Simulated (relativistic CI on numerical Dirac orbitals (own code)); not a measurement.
Mn5+ in a cubic cluster: 1s photoemission with charge transfer

Computed with a charge-transfer multiplet model of a cubic metal-ligand cluster with up to 2 ligand holes, Slater and spin-orbit integrals from Dirac-Coulomb-Breit ions, Slater integrals scaled by 0.7. The ground state mixes d2 with configurations of k ligand holes L, whose averages lie at kΔ + k(k − 1)U_dd/2; a core hole lowers each added d electron by U_cd. 300 K, Lorentzian 1.1 eV and Gaussian 0.6 eV FWHM.

Atomic integrals in eV (Slater integrals scaled, ζ unscaled), ground: F2dd 9.285, F4dd 5.869, zeta_d 0.057; with the core hole: F2dd 10.368, F4dd 6.573, zeta_d 0.081, G2cd 0.061.

Cluster parameters (eV): Δ = -2, U_dd = 5.1, U_cd = 5.8, 10Dq = 2.3, 10Dq(ligand) = 1.1, final-state hopping factor = 1.

| Case | n_d | d2 | d3L | d4L2 | S |
| --- | --- | --- | --- | --- | --- |
| V(eg) = 3.25 eV, V(t2g) = -1.57 eV | 3.08 | 0.18 | 0.56 | 0.26 | 1.00 |
| V(eg) = 3.85 eV, V(t2g) = -1.86 eV | 3.08 | 0.18 | 0.55 | 0.27 | 1.00 |
| V(eg) = 4.15 eV, V(t2g) = -2 eV | 3.08 | 0.18 | 0.55 | 0.27 | 1.00 |

Weights, n_d and S are thermal averages at 300 K. Binding energies count from the first peak over 30 % of the highest in each spectrum, which can be another peak from case to case. The parameters are a model scan and need not match a compound or its usual spin state. Peaks in eV (height, largest 100):
- V(eg) = 3.25 eV, V(t2g) = -1.57 eV: 0.0 (100), 15.4 (5)
- V(eg) = 3.85 eV, V(t2g) = -1.86 eV: 0.0 (100)
- V(eg) = 4.15 eV, V(t2g) = -2 eV: 0.0 (100)

For the case V(eg) = 4.15 eV, V(t2g) = -2 eV, Δ = -2 eV is smaller than U_dd = 5.1 eV, the charge-transfer side of the Zaanen-Sawatzky-Allen scheme (negative Δ: between configuration averages a ligand hole costs less than the nominal valence; multiplet and field energies can change this for the lowest states). With the core hole the average of the configuration with one ligand hole lies at Δ − U_cd = -7.8 eV before mixing: the effective hopping of about 8.4 eV (from the holes of the mixed ground state) is comparable with this gap or larger, so the configurations mix strongly.

With at most 2 ligand holes the space is cut while the next configuration still counts, so covalency is underestimated, and a final configuration with one more ligand hole, which can lie low, is missing from the spectra.
